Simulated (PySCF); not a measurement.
Sr: excitation energy

Sr [Kr] 5s2 (1S) → Sr [Kr] 5p2 (3P), as a difference of total energies. All numbers are calculated (PySCF 2.14, scalar relativity through the core potential, in def2-QZVPPD with the def2 core potential (28 electrons)). Correlated levels: valence: 4s2 4p6 frozen. The calculations carry no spin-orbit coupling.

```
           method  excitation energy (eV)
              UHF                   3.879
    MP2 (valence)                   4.267
SCS-MP2 (valence)                   4.448
   CCSD (valence)                   4.139
```

Errors of the correlated levels include the incompleteness of this basis and the frozen core.

With two correlated electrons CCSD is exact in that space.

The coupled-cluster amplitudes are large for the upper state (T1 above 0.03 or a double amplitude above 0.15), so a single reference is strained.

**Question.** Which method comes closest to the reference value, and which is furthest?

**Answer.** The reference is 4.405 eV (measured; NIST levels, between the centres of gravity of the two terms). Closest: SCS-MP2 (valence) (error 0.043 eV); furthest: UHF (error -0.526 eV).
